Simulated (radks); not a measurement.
Q: Spherical quantum dot in the effective-mass picture: electrons in a parabolic well V = omega^2 r^2 / 2 with omega = 0.341, with a point charge +2 (a donor) at the centre, all in effective atomic units (hartree* = m*/eps^2 hartree, bohr* = eps/m* bohr), one dielectric constant everywhere. Method: non-relativistic Kohn-Sham, exchange-only LDA, spin-polarised, spherical densities; computed with a radial shooting solver with Libxc functionals. Levels are named by radial order and angular momentum (1s, 1p, 1d, 2s, ...), and open shells are averaged over m. Results are scaled to m* = 0.158 and eps = 17.9, for which hartree* = 13.42 meV and bohr* = 5.995 nm. At N = 9 the configuration is 1s2 1p(up 3, down 2) 2s2. Does electron 10 go into 1d down or 1p down or 1d up?

A: Into 1p down. The total energies of the other choices lie higher by 2.63 meV (1d up), 2.87 meV (1d down).
